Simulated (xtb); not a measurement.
silicon atom (Si), triplet. Base run: GFN0-xTB run with xtb.

Geometry (Å):
```xyz
1

Si     0.0000     0.0000     0.0000
```
Charge 0, spin multiplicity 3.
All else is at xtb's defaults.
Base energy -1.64860 Eh.

Each row names what was changed in the base input (with any setting that the change needs).

```
change        ΔE vs base (kJ/mol)
------------  -------------------
base                         0.00
etemp = 10                   4.60
file = coord                 0.00
acc = 0.1                    0.00
```
